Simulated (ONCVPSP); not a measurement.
# aluminium: ONCV pseudisation with PBE, scalar-relativistic reference atom.

```
Element                 : aluminium (Al)
Generator               : ONCVPSP 4.0.1
Type                    : optimised norm-conserving Vanderbilt (ONCV)
Functional              : PBE
Relativity              : scalar-relativistic
Frozen core             : [Ne]
Valence charge          : 3
Reference configuration : 3s2 3p1
Partial waves           : 3s: rc 2.00 bohr, ncon 3, nbas 8, qcut 3.9 1/bohr, 2 projectors, debl 2 Ha; 3p: rc 2.40 bohr, ncon 3, nbas 6, qcut 3.8 1/bohr, 2 projectors, debl 0.7 Ha; d scattering state at 0.29 Ha: rc 1.90 bohr, ncon 4, nbas 7, qcut 4.4 1/bohr, 2 projectors, debl 3.6 Ha
Local potential         : polynomial inside 1.25 bohr (lpopt 2, dvloc0 6 Ha)
Core correction         : Teter function, fcfact 2.5, rcfact 1.15
```

All-electron outer shells of the reference configuration (PBE, scalar-relativistic, ld1.x):

| shell | level (eV) | outermost node (bohr) | outermost maximum (bohr) |
| --- | --- | --- | --- |
| 2s | -108.17 | 0.16 | 0.50 |
| 2p | -69.64 | – | 0.43 |
| 3s | -7.75 | 0.80 | 2.09 |
| 3p | -2.71 | 0.82 | 2.64 |

Results:

* Cutoffs needed: 5.3 Ha and 7.1 Ha (the cutoffs (Ha) at which the residual kinetic energy of the hardest occupied pseudo-wave falls to 1 and 0.1 mHa per electron) The cutoffs count occupied waves only; projector 2 of the d channel, the hardest unoccupied one, needs 53 Ha at the loose tolerance.
* Ghost test: no bound ghost flagged; no localised positive-energy state flagged
* Largest excitation error: +12 meV (all-electron minus pseudo) for 3s1 3p0, out of 4 test configurations
* rms error of d²Exc/dni dnj: 1.77 mHa without and 1.01 mHa with the model core

Generation and tests took about 2.7 s on one core of a shared server CPU.
